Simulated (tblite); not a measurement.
Compound: C5H7N2 (doublet state).
Cartesian coordinates in Å at the GFN2-xTB level; atoms count from 1:
```xyz
14
C5H7N2 angstrom
C     -2.7410    0.0953    0.4421
N     -2.2681   -1.1402    0.9814
C     -1.0127   -1.4049    1.0057
C      0.0451   -0.6258    0.5598
C      0.9414    0.1124    0.1487
C      1.9616    0.8922   -0.2685
N      3.2724    0.4838   -0.2560
H     -3.4378   -0.1328   -0.3681
H     -1.9519    0.7594    0.0658
H     -3.3068    0.6123    1.2210
H     -0.7445   -2.3680    1.4346
H      1.7681    1.8598   -0.7075
H      3.4870   -0.3360    0.2893
H      3.9866    1.1918   -0.2905
```

Computed with GFN2-xTB (tblite): harmonic, unscaled wavenumbers at the GFN2-xTB geometry, gas phase. The method is semi-empirical: single wavenumbers can be off by several per cent or more. One conformer, not necessarily the lowest. Open shells enter through the occupations alone, without spin polarisation, and single modes of such species can be off by tens of per cent.

Harmonic wavenumbers (cm⁻¹): 76.4, 79.6, 90.9, 146.6, 151.5, 305.5, 328.6, 395.4, 450.5, 489.5, 510.7, 638.3, 688.8, 814.9, 838.6, 1002.0, 1052.4, 1081.3, 1137.0, 1225.0, 1245.3, 1311.0, 1385.1, 1450.8, 1462.0, 1471.9, 1522.6, 1578.3, 2156.9, 2893.6, 2954.2, 2976.3, 2981.2, 3065.6, 3449.2, 3512.6.

A = 9933, B = 1044, C = 950.9 MHz; mass 95.061 u (most abundant isotopes); point group C1, symmetry number 1; spin multiplicity 2.

Q: Zero-point energy?

A: ½Σν̃ = 23460 cm⁻¹ = 67.08 kcal/mol.

Q: Entropy at 400 K, 1 bar (ideal gas, RRHO, classical rotation)?

A: Translation 41.05, rotation 28.76, vibration 32.03, spin (R ln 2) 1.38: S = 103.2 cal/(mol K).

Q: And Cp and H(400 K) − H(0)?

A: Cp = 37.93 cal/(mol K), of which vibrations give 29.98 (their classical limit is 36 R = 71.5); H(400 K) − H(0) = 9.68 kcal/mol without the zero-point energy, 6.50 from vibrations.

Q: Blend soft modes into free rotors: weight 1/[1 + (100 cm⁻¹/ν̃)⁴] for the oscillator and the rest for a rotor with moment μB/(μ + B), μ = h/(8π²ν), B = 10⁻⁴⁴ kg m². What vibrational entropy results?

A: 29.64 cal/(mol K) in place of 32.03, which changes −T·S at 400 K by +0.95 kcal/mol.

Q: What must be added to the electronic energy to get the Gibbs energy at 400 K and 1 bar?

A: ZPE + [H(400 K) − H(0)] − T·S = 67.08 + 9.68 − 41.29 = 35.47 kcal/mol.

Hindered rotation and anharmonicity are outside this model. Other conformers, if any are populated, would add a mixing term that is left out. The structure is chiral; the term R ln 2 for an equal mix with its mirror image is left out.
